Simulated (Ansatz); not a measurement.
Reaction (ligand exchange at the Si–S bond): `O[SiH2]SC[SiH3]` + `OC=S` → `O[SiH2]OC=S` + `[SiH3]CS`

Isolated molecules relaxed with PBE0-D4/def2-TZVP in Ansatz; ΔE leaves out vibrations. CCSD(T)/CBS adds triple-zeta CCSD(T) − MP2 to the extrapolated MP2 energy (def2 sets, frozen cores). This one scheme is used for every species. DFT in def2-TZVPP. B3LYP here is the variant with VWN-RPA as its local correlation; programs differ in this. One conformer a species, not always the lowest.

`O[SiH2]SC[SiH3]`:

```xyz
13

O    -1.205    1.428    2.715
Si   -0.244    0.634    1.647
S    -0.751    1.254   -0.335
C    -0.577   -0.320   -1.247
Si    1.237   -0.746   -1.482
H    -2.144    1.445    2.519
H     1.132    0.989    2.059
H    -0.429   -0.844    1.664
H    -1.121   -1.114   -0.731
H    -1.067   -0.159   -2.210
H     1.391   -2.036   -2.211
H     1.906    0.338   -2.244
H     1.872   -0.868   -0.143
```

`OC=S`:

```xyz
5

O    -0.158   -0.510    0.854
C     0.118    0.270   -0.189
S     0.880    1.679   -0.075
H    -0.618   -1.305    0.558
H    -0.222   -0.134   -1.148
```

`O[SiH2]OC=S`:

```xyz
9

O    -1.744   -0.822    0.406
Si   -0.415   -0.047    0.941
O     0.354    0.774   -0.298
C     1.218    0.248   -1.161
S     1.822    1.024   -2.432
H    -2.501   -0.312    0.111
H    -0.727    1.017    1.917
H     0.491   -1.099    1.446
H     1.502   -0.784   -0.929
```

`[SiH3]CS`:

```xyz
9

Si   -0.681    0.545   -0.636
C     0.343   -0.838    0.114
S     0.877   -0.428    1.797
H    -1.914    0.749    0.163
H    -1.049    0.224   -2.043
H     0.123    1.797   -0.627
H    -0.276   -1.732    0.216
H     1.199   -1.106   -0.510
H     1.378    0.789    1.526
```

```tsv
level	ΔE (kcal/mol)
PBE-D4	-5.8
B3LYP-D4	-9.9
ωB97M-V	-9.5
r2SCAN	-8.6
B3LYP	-11.5
HF/def2-TZVPP	-15.2
HF/CBS(def2)	-15.6
CCSD/CBS(def2)	-10.6
```

Task: What does CCSD(T)/CBS give? (Best estimate.)

Result: The calculation gave: -9.6 kcal/mol. The listed levels differ from it by 3.8, -0.3, 0.1, 1.0, -1.9, -5.6, -6.0, -1.0 kcal/mol.

Largest T1 diagnostic among the species: 0.018.

From PBE to PBE0 (25 % exact exchange), in def2-TZVPP and without D4, ΔE moves by −1.1 kcal/mol. The D4 term adds +1.7 kcal/mol with B3LYP and +0.9 kcal/mol with PBE0; it sums over pairs of atoms, weighted by their polarisabilities, and B3LYP, whose exchange is more repulsive, gets the larger term. In def2-TZVPP, CCSD(T) changes the Hartree–Fock value by +4.6 kcal/mol (the triples alone add +0.9 kcal/mol) and MP2 by +5.2 kcal/mol.
